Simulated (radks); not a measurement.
Charge is removed step by step from the 4p3/2 level of Pd3+, starting from [Ar] 3d10 4s2 4p(1/2: 2, 3/2: 4) 4d7. All-electron calculation, Dirac Kohn-Sham, LDA (Slater exchange, Perdew-Wang correlation), spin-unpolarised, spherical densities, point nucleus; open shells fill j = l - 1/2 first. Program: a radial shooting solver on a logarithmic mesh with Libxc functionals.

removed (e)  E - E(0) (eV)  eigenvalue (eV)  E minus straight line (eV)
0                    0.000          -89.969                       0.000
0.1                  9.084          -91.716                      -0.803
0.2                 18.344          -93.475                      -1.431
0.3                 27.780          -95.247                      -1.882
0.4                 37.393          -97.030                      -2.156
0.5                 47.186          -98.825                      -2.250
0.6                 57.159          -100.63                      -2.165
0.7                 67.313          -102.45                      -1.898
0.8                 77.649          -104.28                      -1.449
0.9                 88.169          -106.12                      -0.817
1                   98.873          -107.97                       0.000

Removing the whole electron costs 98.873 eV by Delta-SCF, against 89.969 eV from minus the eigenvalue at the starting occupation. Slater's transition state (half an electron removed) gives 98.825 eV. Integrating minus the eigenvalue over the occupation (Janak's theorem) gives 98.873 eV. The mean slope of the eigenvalue, de/dn, is 18.0 eV per electron.
